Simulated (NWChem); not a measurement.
Program: NWChem. System: triethylamine (C$_{6}$H$_{15}$N), charge 0, spin multiplicity 1, at a geometry optimised with PBE0/def2-SVP. Level: PBE/def2-SVP.

Part of the output:

```
             Northwest Computational Chemistry Package (NWChem) 7.3.0
             --------------------------------------------------------

                                NWChem Input Module
                                -------------------

 Scaling coordinates for geometry "geometry" by  1.889725989
 (inverse scale =  0.529177249)

 Turning off AUTOSYM since
 SYMMETRY directive was detected!

                             Geometry "geometry" -> ""
                             -------------------------

 Output coordinates in angstroms (scale by  1.889725989 to convert to a.u.)

  No.       Tag          Charge          X              Y              Z
 ---- ---------------- ---------- -------------- -------------- --------------
    1 C                    6.0000    -0.13869100    -0.70928400     2.47430500
    2 C                    6.0000     0.68732400    -0.63714300     1.20133000
    3 N                    7.0000    -0.09208400    -0.41527200     0.00000000
    4 C                    6.0000    -0.89772200     0.79236300     0.00000000
    5 C                    6.0000    -0.14556000     2.12331900     0.00000000
    6 C                    6.0000     0.68732400    -0.63714300    -1.20133000
    7 C                    6.0000    -0.13869100    -0.70928400    -2.47430500
    8 H                    1.0000    -0.96588100    -1.42609400     2.35566300
    9 H                    1.0000     0.48975300    -1.04179000     3.31413400
   10 H                    1.0000    -0.56823400     0.26357700     2.75792800
   11 H                    1.0000     1.49773200     0.11813300     1.33202600
   12 H                    1.0000     1.20819300    -1.60059800     1.06887700
   13 H                    1.0000    -1.56836000     0.75451400    -0.87308800
   14 H                    1.0000    -1.56836000     0.75451400     0.87308800
   15 H                    1.0000     0.49556200     2.23534200    -0.88851500
   16 H                    1.0000     0.49556200     2.23534200     0.88851500
   17 H                    1.0000    -0.85683900     2.96376600     0.00000000
   18 H                    1.0000     1.49773200     0.11813300    -1.33202600
   19 H                    1.0000     1.20819300    -1.60059800    -1.06887700
   20 H                    1.0000    -0.56823400     0.26357700    -2.75792800
   21 H                    1.0000     0.48975300    -1.04179000    -3.31413400
   22 H                    1.0000    -0.96588100    -1.42609400    -2.35566300

 Effective nuclear repulsion energy (a.u.)     339.6733607317

            Nuclear Dipole moment (a.u.)
            ----------------------------
        X                 Y               Z
 ---------------- ---------------- ----------------
     0.0000132281    -0.0000037795     0.0000000000

      Symmetry information
      --------------------

 Group name             Cs
 Group number              2
 Group order               2
 No. of unique centers    13

      Symmetry unique atoms

     1    2    3    4    5    8    9   10   11   12   13   15   17


 Summary of "ao basis" -> "" (spherical)
 ------------------------------------------------------------------------------
       Tag                 Description            Shells   Functions and Types
 ---------------- ------------------------------  ------  ---------------------
 *                          def2-svp                  on all atoms

  pbe96 is a nonlocal functional; adding pw91lda local functional.

                                 NWChem DFT Module
                                 -----------------

 Summary of "ao basis" -> "ao basis" (spherical)
 ------------------------------------------------------------------------------
       Tag                 Description            Shells   Functions and Types
 ---------------- ------------------------------  ------  ---------------------
 C                          def2-svp                 6       14   3s2p1d
 N                          def2-svp                 6       14   3s2p1d
 H                          def2-svp                 3        5   2s1p

 Summary of "ao basis" -> "ao basis" (spherical)
 ------------------------------------------------------------------------------
       Tag                 Description            Shells   Functions and Types
[...]
               write      read    awrite     aread      wait
               -----      ----    ------     -----      ----
     calls:        1         0         0         0         0
   data(b): 5.24e+05  0.00e+00  0.00e+00  0.00e+00
   time(s): 0.00e+00  0.00e+00  0.00e+00  0.00e+00  0.00e+00
rate(mb/s): 0.00e+00  0.00e+00
------------------------------------------------------------

 Grid integrated density:      58.000118067155
 Requested integration accuracy:   0.10E-05

   convergence    iter        energy       DeltaE   RMS-Dens  Diis-err    time
 ---------------- ----- ----------------- --------- --------- ---------  ------
 d= 0,ls=0.0,diis     1   -291.7179877182 -6.31D+02  8.40D-03  5.96D-01     6.3
 Grid integrated density:      58.000096878440
 Requested integration accuracy:   0.10E-05
 d= 0,ls=0.0,diis     2   -291.7662766812 -4.83D-02  3.21D-03  1.47D-01     7.7
 Grid integrated density:      58.000099345102
 Requested integration accuracy:   0.10E-05
 d= 0,ls=0.0,diis     3   -291.7686453578 -2.37D-03  1.57D-03  1.35D-01     9.2
 Grid integrated density:      58.000098988546
 Requested integration accuracy:   0.10E-05
 d= 0,ls=0.0,diis     4   -291.7826328675 -1.40D-02  4.04D-04  3.38D-03    10.6
 Grid integrated density:      58.000099145349
 Requested integration accuracy:   0.10E-05
 d= 0,ls=0.0,diis     5   -291.7829590439 -3.26D-04  1.37D-04  4.03D-04    12.1
 Grid integrated density:      58.000099000076
 Requested integration accuracy:   0.10E-05
  Resetting Diis
 d= 0,ls=0.0,diis     6   -291.7830108121 -5.18D-05  1.69D-05  5.15D-06    13.6
 Grid integrated density:      58.000098975370
 Requested integration accuracy:   0.10E-05
 d= 0,ls=0.0,diis     7   -291.7830114314 -6.19D-07  8.70D-06  4.36D-07    15.1

         Total DFT energy =     -291.783011431370
      One electron energy =    -1065.504691103735
           Coulomb energy =      478.660071865055
    Exchange-Corr. energy =      -44.611752924381
 Nuclear repulsion energy =      339.673360731691

 Numeric. integr. density =       58.000098975370

     Total iterative time =     14.3s

                  Occupations of the irreducible representations
                  ----------------------------------------------

                     irrep           alpha         beta
                     --------     --------     --------
                     a'               18.0         18.0
                     a"               11.0         11.0

                       DFT Final Molecular Orbital Analysis
                       ------------------------------------

 Vector   27  Occ=2.000000D+00  E=-2.874580D-01  Symmetry=a'
              MO Center=  1.4D-02, -4.1D-02,  1.0D-13, r^2= 5.3D+00
   Bfn.  Coefficient  Atom+Function         Bfn.  Coefficient  Atom+Function
  ----- ------------  ---------------      ----- ------------  ---------------
    46      0.251678   4 C  px              119      0.190727  12 H  s
   154      0.190727  19 H  s                32      0.177003   3 N  px
    60     -0.160333   5 C  px               33     -0.157320   3 N  py
   109      0.149483  10 H  s               159      0.149483  20 H  s
    19     -0.143460   2 C  py               75     -0.143460   6 C  py

 Vector   28  Occ=2.000000D+00  E=-2.801126D-01  Symmetry=a"
              MO Center= -7.1D-02,  1.8D-01,  4.2D-15, r^2= 5.3D+00
   Bfn.  Coefficient  Atom+Function         Bfn.  Coefficient  Atom+Function
  ----- ------------  ---------------      ----- ------------  ---------------
    48      0.223699   4 C  pz               62     -0.180639   5 C  pz
   124     -0.175590  13 H  s               129      0.175590  14 H  s
    19      0.153909   2 C  py               75     -0.153909   6 C  py
   134      0.149341  15 H  s               139     -0.149341  16 H  s
     5     -0.147748   1 C  py               89      0.147748   7 C  py

 Vector   29  Occ=2.000000D+00  E=-1.603409D-01  Symmetry=a'
              MO Center=  2.8D-02, -2.6D-01, -2.9D-15, r^2= 2.4D+00
   Bfn.  Coefficient  Atom+Function         Bfn.  Coefficient  Atom+Function
  ----- ------------  ---------------      ----- ------------  ---------------
    33      0.388293   3 N  py               32      0.352393   3 N  px
    36     -0.312300   3 N  py               35     -0.271173   3 N  px
    59      0.206574   5 C  s               115      0.207352  11 H  s
   150      0.207352  18 H  s                31      0.172534   3 N  s
   114      0.171340  11 H  s               149      0.171340  18 H  s

 Vector   30  Occ=0.000000D+00  E= 2.720390D-02  Symmetry=a'
              MO Center=  2.1D-01,  4.9D-01, -4.1D-15, r^2= 9.5D+00
   Bfn.  Coefficient  Atom+Function         Bfn.  Coefficient  Atom+Function
  ----- ------------  ---------------      ----- ------------  ---------------
    59      1.138054   5 C  s                 3      0.826641   1 C  s
    87      0.826641   7 C  s                17      0.644115   2 C  s
    73      0.644115   6 C  s                45      0.625504   4 C  s
   135     -0.539753  15 H  s               140     -0.539753  16 H  s
   145     -0.541333  17 H  s               120     -0.478232  12 H  s

 Vector   31  Occ=0.000000D+00  E= 5.462273D-02  Symmetry=a"
              MO Center=  1.3D-01, -2.4D-02, -2.8D-13, r^2= 1.1D+01
   Bfn.  Coefficient  Atom+Function         Bfn.  Coefficient  Atom+Function
  ----- ------------  ---------------      ----- ------------  ---------------
     3      1.335768   1 C  s                87     -1.335768   7 C  s
   105     -0.689671   9 H  s               165      0.689671  21 H  s
   110     -0.645730  10 H  s               160      0.645730  20 H  s
    17      0.608291   2 C  s                73     -0.608291   6 C  s
   115     -0.529702  11 H  s               150      0.529702  18 H  s

 Vector   32  Occ=0.000000D+00  E= 6.191746D-02  Symmetry=a'
              MO Center=  5.2D-01, -6.2D-01,  6.7D-16, r^2= 9.0D+00
   Bfn.  Coefficient  Atom+Function         Bfn.  Coefficient  Atom+Function
  ----- ------------  ---------------      ----- ------------  ---------------
   120     -0.985241  12 H  s               155     -0.985241  19 H  s
    17      0.910245   2 C  s                73      0.910245   6 C  s
    59     -0.863963   5 C  s                45     -0.566247   4 C  s
   145      0.549382  17 H  s               110      0.509600  10 H  s
   160      0.509600  20 H  s                22     -0.403888   2 C  py

 center of mass
 --------------
 x =  -0.00595116 y =  -0.02913305 z =   0.00000000

 moments of inertia (a.u.)
 ------------------
        1274.033850067073          88.099214386492           0.000000000000
          88.099214386492         991.846661100932           0.000000000000
           0.000000000000           0.000000000000         557.258617900125

     Multipole analysis of the density
     ---------------------------------

     L   x y z        total         alpha         beta         nuclear
     -   - - -        -----         -----         ----         -------
     0   0 0 0     -0.000000    -29.000000    -29.000000     58.000000

     1   1 0 0      0.093328      0.046658      0.046658      0.000013
     1   0 1 0      0.110104      0.055054      0.055054     -0.000004
     1   0 0 1      0.000000      0.000000      0.000000      0.000000

     2   2 0 0    -35.630591    -66.852720    -66.852720     98.074848
     2   1 1 0     -1.168416     25.661117     25.661117    -52.490650
     2   1 0 1      0.000000      0.000000      0.000000      0.000000
     2   0 2 0    -35.488066   -150.548945   -150.548945    265.609824
     2   0 1 1     -0.000000     -0.000000     -0.000000      0.000000
     2   0 0 2    -34.608114   -281.561409   -281.561409    528.514705

 Task  times  cpu:       15.1s     wall:       15.1s

 Total times  cpu:       15.2s     wall:       15.2s
```

Task: Write an NWChem input that would produce this output.

Result: Several could match; the one computed here: 
```
start mol
memory heap 200 mb stack 900 mb global 1100 mb
geometry units angstroms nocenter noautoz
  C     -0.138691    -0.709284     2.474305
  C      0.687324    -0.637143     1.201330
  N     -0.092084    -0.415272     0.000000
  C     -0.897722     0.792363     0.000000
  C     -0.145560     2.123319     0.000000
  C      0.687324    -0.637143    -1.201330
  C     -0.138691    -0.709284    -2.474305
  H     -0.965881    -1.426094     2.355663
  H      0.489753    -1.041790     3.314134
  H     -0.568234     0.263577     2.757928
  H      1.497732     0.118133     1.332026
  H      1.208193    -1.600598     1.068877
  H     -1.568360     0.754514    -0.873088
  H     -1.568360     0.754514     0.873088
  H      0.495562     2.235342    -0.888515
  H      0.495562     2.235342     0.888515
  H     -0.856839     2.963766     0.000000
  H      1.497732     0.118133    -1.332026
  H      1.208193    -1.600598    -1.068877
  H     -0.568234     0.263577    -2.757928
  H      0.489753    -1.041790    -3.314134
  H     -0.965881    -1.426094    -2.355663
  symmetry group Cs
end
basis spherical
  * library def2-svp
end
dft
  xc xpbe96 cpbe96
  semidirect memsize 60000000 filesize 0
  iterations 100
end
task dft energy
```
